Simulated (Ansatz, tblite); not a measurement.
Spin states of [Au(OH)4]- (AuO4H4⁻), formally d⁸, each relaxed with PBE0-D4/def2-SVPD in Ansatz. Electronic energies in the gas phase.

In the def2 sets Au takes a core potential; there is no spin–orbit coupling. The xTB rows come from tblite. LC-ωPBE has ω = 0.4 bohr⁻¹.

Singlet geometry (C4h within 0.1 Å):

```xyz
9

Au    0.0004   -0.0001    0.0000
O     0.2303    1.9762   -0.0516
H     0.3087    2.2150    0.8778
O    -0.1120   -0.0388   -1.9867
H    -0.0162    0.8871   -2.2327
O    -0.2297   -1.9763    0.0516
H    -0.3109   -2.2148   -0.8777
O     0.1132    0.0387    1.9867
H     0.0162   -0.8871    2.2327
```

Triplet geometry (C2 within 0.1 Å):

```xyz
9

Au    0.3951   -0.2268    0.4730
O    -0.6209   -1.4322   -1.0623
H     0.1518   -1.3832   -1.6477
O    -1.1048   -0.2456    1.8479
H    -1.8117   -0.7341    1.4147
O    -0.1538    1.8772    0.1347
H    -0.8945    1.8103    0.7585
O     2.0082   -0.2733   -0.7663
H     2.0305    0.6078   -1.1526
```

Only these spin states were relaxed.

| level | triplet − singlet (kcal/mol) | lowest of these |
| --- | --- | --- |
| GFN1-xTB | 72.1 | singlet |
| GFN2-xTB | 71.3 | singlet |
| PBE-D4/def2-TZVPD | 52.8 | singlet |
| BLYP-D4/def2-TZVPD | 49.1 | singlet |
| r2SCAN-D4/def2-TZVPD | 54.1 | singlet |
| B97M-V/def2-TZVPD | 55.3 | singlet |
| PBE0-D4/def2-TZVPD | 57.0 | singlet |
| r2SCAN0-D4/def2-TZVPD | 56.0 | singlet |
| CAM-B3LYP-D4/def2-TZVPD | 58.5 | singlet |
| LC-ωPBE/def2-TZVPD | 63.5 | singlet |

```
  state  donor atoms  mean metal–ligand distance (Å)  range (Å)  Mulliken spin on the metal (PBE0)
singlet            4                           1.990  1.99–1.99                                  0
triplet            4                           2.118  2.03–2.20                               0.82
```

⟨S²⟩ at PBE0-D4/def2-TZVPD: singlet 0.00 (pure 0.00), triplet 2.01 (pure 2.00).

Change of the triplet − singlet gap on mixing in exact exchange, in kcal/mol: PBE to PBE0 (25 % exact exchange) 4.1; r2SCAN to r2SCAN0 (25 % exact exchange) 1.8.

The xTB methods have no term that favours high spin, so they put low spin too low.
